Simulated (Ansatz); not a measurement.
Ansatz (a program for electronic structure) job for Al(F)(Cl)(OMe) (CH₃AlClFO), SMILES C[O][Al]([F])[Cl], PBE0/def2-SVPD. Geometry optimised at B3LYP-D3(BJ)/def2-SVP. The structure was generated by enumeration; whether it is a known compound was not checked. One conformer was computed; it need not be the lowest.

Ansatz 0.2 input:
```yaml
crystal:
  periodic: [false, false, false]
  atoms:
    - {symbol: Al, position_ang: [0.27916311, -0.11111079, 0.00000000]}
    - {symbol: F, position_ang: [1.93529719, -0.03792034, -0.00000000]}
    - {symbol: Cl, position_ang: [-0.64037243, -1.97789924, 0.00000000]}
    - {symbol: O, position_ang: [-0.65991676, 1.27403067, -0.00000000]}
    - {symbol: C, position_ang: [-0.54869679, 2.66993421, 0.00000000]}
    - {symbol: H, position_ang: [-1.04538052, 3.09210240, -0.89106992]}
    - {symbol: H, position_ang: [0.50181201, 3.01395488, 0.00000000]}
    - {symbol: H, position_ang: [-1.04538052, 3.09210239, 0.89106992]}
basis:
  gaussian:
    orbitals: def2-SVPD
hamiltonian:
  xc: {name: PBE0}
```

Program output:

```
WARN ansatz: RAYON_NUM_THREADS=1 ignored (pool sized by the plan → 1); use --threads N
Functional definition: PBE0
integrals: 0.08 GiB planned
1262 factors; their error is unknown
mean field: 0.64 GiB planned
mean field evaluation 1: about -24944.2833 eV, gradient 6.1e1 eV
mean field evaluation 2: about -24930.7027 eV, gradient 1.1e2 eV
mean field evaluation 4: about -24951.1488 eV, gradient 5.2e0 eV
mean field evaluation 8: about -24951.3397 eV, gradient 1.7e-1 eV
mean field evaluation 16: about -24951.3398 eV, gradient 5.7e-5 eV
mean field -24951.33977293 eV, -916.9448240296 hartree, gradient 5.7e-5 eV, S^2 0.000000; 0 other end points of the search recorded, 0 dependent functions left out
reference -24951.33980910 eV, -916.9448253587 hartree; 28, 28 occupied and 113, 113 virtual orbitals, 1262 factors
Total energy: -24951.33980910 eV, -916.9448253587 hartree
```

The run converged.
